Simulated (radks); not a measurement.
Spherical jellium clusters: N electrons in a uniform positive sphere of charge N and radius rs N^(1/3), rs = 4.96 bohr. Method: non-relativistic Kohn-Sham, LDA (Slater exchange, Perdew-Wang correlation), spin-polarised, spherical densities; computed with a radial shooting solver with Libxc functionals. Levels are named by radial order and angular momentum (1s, 1p, 1d, 2s, ...), and open shells are averaged over m.

N = 5, configuration 1s2 1p(up 3, down 0). This is the lowest configuration that the search found. Occupied and some empty levels:

level,occupation,eigenvalue (eV),<r> (bohr)
1s up,1,-3.6304,5.809
1s down,1,-3.0658,5.832
1p up,3,-2.5858,7.059
1p down,0,-2.0330,7.332
1d up,0,-1.3442,8.371
2s up,0,-0.99295,8.852
1d down,0,-0.88968,8.966
2s down,0,-0.72897,9.624
1f up,0,-0.11099,10.69

Energy (eV): total -8.32193, kinetic 6.3534, external -94.400, Hartree 46.537, exchange-correlation -14.937, background 48.125.
